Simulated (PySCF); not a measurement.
Partial charges of `CSc1ncccp1`

Species: C5H6NPS.
Structure used (PBE0-D3(BJ)/def2-SVP), in Å, numbered top down from 1:
```xyz
14
C5H6NPS angstrom
C      2.7089   -0.9568   -0.2361
S      1.9791    0.3159   -1.2781
C      0.3492    0.4138   -0.6201
N      0.0466   -0.3684    0.4009
C     -1.1589   -0.3634    0.9655
C     -2.2314    0.4354    0.5806
C     -2.1239    1.3332   -0.4794
P     -0.7093    1.5866   -1.4406
H      2.7182   -0.6415    0.8154
H      3.7361   -1.0893   -0.6019
H      2.1506   -1.8978   -0.3246
H     -1.2860   -1.0588    1.8036
H     -3.1730    0.3465    1.1290
H     -3.0015    1.9357   -0.7394
```

Density: PBE0/pcSseg-1 (PySCF); schemes: Mulliken, IAO, Hirshfeld and ESP-fitted. Isolated species at its PBE0-D3(BJ)/def2-SVP geometry (one conformer only).

Problem. Tabulate the Mulliken, IAO, Hirshfeld and ESP-fitted charges.

Solution. In e; atoms taken as equivalent share a row and are averaged (×n: the atom named and its like, n in all):

```
      atom                          environment  Mulliken     IAO  Hirshfeld  ESP-fitted
        C1                      S-methyl carbon    -0.373  -0.498     -0.120      -0.388
        S2                       sulfide sulfur    +0.081  +0.189     +0.023      -0.159
        C3          substituted aromatic carbon    -0.255  -0.183     -0.008      +0.455
        N4               pyridine-type nitrogen    -0.419  -0.288     -0.145      -0.483
        C5  aromatic CH next to a ring nitrogen    +0.119  +0.006     +0.024      +0.347
        C6                   aromatic CH carbon    -0.126  -0.182     -0.059      -0.516
        C7                   aromatic CH carbon    -0.381  -0.345     -0.091      +0.110
        P8             phosphorus bonded to 2 C    +0.498  +0.324     +0.072      -0.229
H9/H10/H11                      methyl hydrogen    +0.159  +0.165     +0.047      +0.159
       H12                    aromatic hydrogen    +0.116  +0.157     +0.054      +0.055
       H13                    aromatic hydrogen    +0.112  +0.159     +0.055      +0.204
       H14                    aromatic hydrogen    +0.150  +0.168     +0.052      +0.128
```

Mean size of the charges over all atoms: ESP-fitted 0.254 e, Mulliken 0.222 e, IAO 0.214 e, Hirshfeld 0.060 e. Each set sums to the total charge, 0, to within 0.001 e. The Hirshfeld scheme weights the molecular density at each point by an atom's share of the summed free-atom densities. The IAO scheme counts the electrons in orthogonalised intrinsic atomic orbitals, a minimal basis polarised so that it spans the occupied orbitals exactly.

Some averages cover members that differ in this geometry: H9/H10/H11, ESP-fitted +0.131 to +0.210 e.

Lowest charge. The schemes don't all agree: Mulliken N4 (-0.419); IAO C1 (-0.498); Hirshfeld N4 (-0.145); ESP-fitted C6 (-0.516).

Highest charge. The schemes don't all agree: Mulliken P8 (+0.498); IAO P8 (+0.324); Hirshfeld P8 (+0.072); ESP-fitted C3 (+0.455).

Problem. How many electrons does the Mulliken scheme count on C7?

Solution. Z − q = 6 − (-0.381) = 6.381.

Problem. How closely do the schemes follow one another over all atoms?

Solution. Correlation coefficient and root-mean-square difference: Mulliken with IAO 0.94, 0.085 e; IAO with Hirshfeld 0.94, 0.178 e; Mulliken with Hirshfeld 0.92, 0.196 e; Hirshfeld with ESP-fitted 0.57, 0.260 e; IAO with ESP-fitted 0.35, 0.309 e; Mulliken with ESP-fitted 0.27, 0.334 e.
